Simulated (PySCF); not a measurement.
HfO₃, SMILES [O]1[O][Hf]1=[O], multiplicity 1.

The structure is a stationary point at B3LYP-D3(BJ)/def2-TZVP. The multiplicity is an assumed one; other spin states were not compared. The def2 effective core potentials stand for the cores of Hf; spin–orbit coupling is left out.

Calculation: B3LYP/def2-TZVPD (PySCF).

Gas-phase values at a fixed geometry.

```
Quantity                                                                                                       Result
---------------------------------------------------------------------------------------------  ----------------------
total energy                                                                                       -273.78432 hartree
point group                                                                                                        Cs
highest occupied level                                                                                       -6.81 eV
lowest empty level                                                                                           -3.77 eV
orbital gap                                                                                                   3.04 eV
dipole moment                                                                                               1.624 e·Å
quadrupole, principal values (traceless, Buckingham form, about the centre of nuclear charge)  -16.37, 7.84, 8.54 D·Å
mean static polarisability                                                                       47.3 bohr³ (7.00 Å³)
polarisability, principal values                                                               40.1, 40.5, 61.1 bohr³
```
